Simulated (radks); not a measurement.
Dynamic dipole polarisability and lines of the tantalum ion Ta5+, [Xe] 4f14. All-electron calculation, scalar-relativistic Kohn-Sham, LDA (Slater exchange, Perdew-Wang correlation), spin-unpolarised, spherical densities, finite nucleus; Fermi nuclear charge, rms radius of each element as measured or else 0.836 A^(1/3) + 0.57 fm. Program: a radial shooting solver on a logarithmic mesh with Libxc functionals. Time-dependent linear response with the Hartree and adiabatic LDA kernel, continuum included through the Sternheimer equations, no spin-orbit coupling, so fine structure and intercombination lines are absent. Lines are the poles of the dipole polarisability below minus the highest occupied eigenvalue, found on a grid refined at the orbital gaps; the lowest seven at most are given, and weak or close lines can be missed. The first line takes the name of the lowest orbital gap if no other gap lies below it; otherwise a line is named after a gap within 0.6 % of it, if that gap stands alone.

| photon energy (eV) | alpha (bohr^3) |
|---|---|
| 0 | 2.530 |
| 1.358 | 2.532 |
| 9.507 | 2.619 |
| 17.655 | 2.881 |
| 25.804 | 3.593 |
| 33.953 | 3.741 |

Lines (eV, oscillator strength): 30.078 (41.22 nm, 4f-5d), f = 0.142; 49.224 (25.19 nm, unassigned), f = 4.69; 58.101 (21.34 nm, unassigned), f = 0.260; 67.679 (18.32 nm, 4f-7d), f = 0.0216; 68.505 (18.10 nm, unassigned), f = 0.0701; 71.187 (17.42 nm, unassigned), f = 0.160. Higher lines, where found, are left out when the end of the mesh affects them. Those listed give 65 % of the static polarisability (sum of f/w^2). Orbital energy gaps for comparison: 4f-5d 28.297 eV; 5p-5d 41.031 eV; 5p-6s 48.531 eV; 4f-6d 57.484 eV; 4f-7d 67.494 eV.
